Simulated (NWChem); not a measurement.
Molecule: GaHOCl2; SMILES [OH][Ga]([Cl])[Cl]

```xyz
5

Ga    -0.2702    -0.0107     0.0000
Cl     0.8048     1.8556     0.0000
Cl     0.7965    -1.8639     0.0000
O     -2.0539    -0.0476     0.0000
H     -2.4159     0.8541     0.0000
```
Atoms are numbered in this order, from 1.

All runs use the structure optimised with B3LYP/6-31G* (spherical d).

Symmetry labels are those of Cs in the frame above (b1 and b2, or b-type labels, depend on it).

Q: List the 4 lowest vertical singlet excitations from PBE0/def2-SVPD, TDA (NWChem).

A: 
```csv
state,energy (eV),oscillator strength,symmetry,leading excitation (squared amplitude)
S1,6.06,0.000,a",HOMO−1 → LUMO (0.84)
S2,6.08,0.021,a',HOMO → LUMO (0.98)
S3,6.19,0.000,a",HOMO−2 → LUMO (0.84)
S4,6.33,0.051,a',HOMO−3 → LUMO (0.92)
```
